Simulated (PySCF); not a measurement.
ClH₄NSn, SMILES [Cl][SnH2][NH2]. Atoms are numbered in the order given.

```xyz
7

Sn    -0.3333     0.3447     0.0000
N      1.2505     1.6299     0.0000
Cl     0.3896    -1.9337     0.0000
H     -1.2019     0.5781    -1.4553
H     -1.2019     0.5781     1.4553
H      1.8469     1.5358    -0.8229
H      1.8469     1.5358     0.8229
```
Charge 0, spin multiplicity 1.

Geometry optimised at B3LYP-D3(BJ)/def2-SVP. The def2 effective core potentials stand for the cores of Sn; spin–orbit coupling is left out. One conformer was computed; it need not be the lowest.

Level of theory: PBE/def2-TZVPD (PySCF).

Mulliken values depend strongly on the basis, most of all with diffuse functions as here. ESP charges are fitted to the potential on shells at 1.4 to 2.0 van der Waals radii. Atomic charges (e):

| atom | Mulliken | ESP fit |
|---|---|---|
| Sn1 | 0.66 | 0.51 |
| N2 | -0.62 | ? |
| Cl3 | -0.41 | -0.29 |
| H4 | -0.03 | ? |
| H5 | -0.03 | ? |
| H6 | 0.21 | ? |
| H7 | 0.21 | ? |

Question: Some entries are withheld; supply them. (The exact figures need the calculation; the answer reports its results.)

Answer: 
- N2, ESP fit: -0.81
- H4, ESP fit: -0.03
- H5, ESP fit: -0.03
- H6, ESP fit: 0.33
- H7, ESP fit: 0.33
